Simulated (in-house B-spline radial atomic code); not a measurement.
Relativistic effects in Ar⁴⁺, [Ne] 3s2 3p2: non-relativistic Hartree-Fock (point nucleus) against Dirac-Hartree-Fock (Fermi nucleus of rms radius 3.4274 fm), both averages of the configuration, computed with a radial B-spline atomic code at the basis-set limit.

```json
{"orbital": "1s1/2", "ε NR (Eh)": "-121.21", "ε Dirac (Eh)": "-121.73", "<r> NR (bohr)": "0.08608", "<r> Dirac (bohr)": "0.08561", "change of <r> (%)": "-0.6"}
{"orbital": "2s1/2", "ε NR (Eh)": "-14.82", "ε Dirac (Eh)": "-14.912", "<r> NR (bohr)": "0.4107", "<r> Dirac (bohr)": "0.4084", "change of <r> (%)": "-0.6"}
{"orbital": "2p1/2", "ε NR (Eh)": "-12.064", "ε Dirac (Eh)": "?", "<r> NR (bohr)": "0.3744", "<r> Dirac (bohr)": "?", "change of <r> (%)": "?"}
{"orbital": "2p3/2", "ε NR (Eh)": "-12.064", "ε Dirac (Eh)": "-12.041", "<r> NR (bohr)": "0.3744", "<r> Dirac (bohr)": "0.3744", "change of <r> (%)": "0.0"}
{"orbital": "3s1/2", "ε NR (Eh)": "-3.2689", "ε Dirac (Eh)": "-3.282", "<r> NR (bohr)": "1.267", "<r> Dirac (bohr)": "1.262", "change of <r> (%)": "-0.4"}
{"orbital": "3p1/2", "ε NR (Eh)": "-2.6908", "ε Dirac (Eh)": "?", "<r> NR (bohr)": "1.345", "<r> Dirac (bohr)": "?", "change of <r> (%)": "?"}
{"orbital": "3p3/2", "ε NR (Eh)": "-2.6908", "ε Dirac (Eh)": "-2.6884", "<r> NR (bohr)": "1.345", "<r> Dirac (bohr)": "1.345", "change of <r> (%)": "0.0"}
```

What happens to 3p1/2?

Its energy goes to -2.6983 hartree and <r> to 1.341 bohr (-0.32 %).

What happens to 2p1/2?

Its energy goes to -12.127 hartree and <r> to 0.3722 bohr (-0.60 %).

What explains the pattern of contraction and expansion?

The s and p1/2 orbitals contract directly, as their density near the nucleus moves at relativistic speed. Nothing expands appreciably in this ion.

By how much does the total energy change?

By -1.8674 hartree, from -521.669 to -523.536.
